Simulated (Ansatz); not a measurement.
Species: sum formula H6Si2NO, net charge 0, doublet state. It need not be the lowest isomer of its formula. 
Structure (B3LYP-D3(BJ)/def2-TZVP (Ansatz, a first-principles code) minimum search):
SMILES: N[SiH2]O[SiH2]
```xyz
10

N     -1.4347     1.3446    -0.7048
Si    -1.2423    -0.1876     0.0232
O      0.3160    -0.6814     0.2373
Si     1.8826    -0.2085     0.3271
H     -1.3813     2.2014    -0.1789
H     -1.2987     1.4992    -1.6905
H     -1.8656    -1.1982    -0.8525
H     -1.8682    -0.1188     1.3587
H      2.7296    -1.4316     0.3481
H      2.2350     0.6330    -0.8538
```
Charge 0, spin multiplicity 2.

Atomisation energy built up term by term with Ansatz (kcal/mol; UHF references for open shells; valence terms freeze the core; atomic spin-orbit terms are left out). CBS marks a two-point X^-3 extrapolation of the correlation energy; Hartree-Fock from the larger set.

```json
[
 {"term": "Hartree-Fock", "basis": "aug-cc-pV(Q+d)Z", "kcal/mol": "583.22"},
 {"term": "CCSD correlation", "basis": "CBS(aug-cc-pV(T+d)Z,aug-cc-pV(Q+d)Z)", "kcal/mol": "208.66"},
 {"term": "(T)", "basis": "CBS(aug-cc-pV(T+d)Z,aug-cc-pV(Q+d)Z)", "kcal/mol": "10.95"},
 {"term": "core correlation", "basis": "cc-pwCVTZ", "kcal/mol": "0.70"},
 {"term": "scalar relativity (X2C)", "basis": "cc-pVTZ-DK against cc-pVTZ", "kcal/mol": "-2.02"},
 {"term": "sum: De", "basis": "", "kcal/mol": "801.5"}
]
```

(T) makes 1.4 % of the CCSD(T) atomisation energy; under 5 % is typical of single-reference molecules.
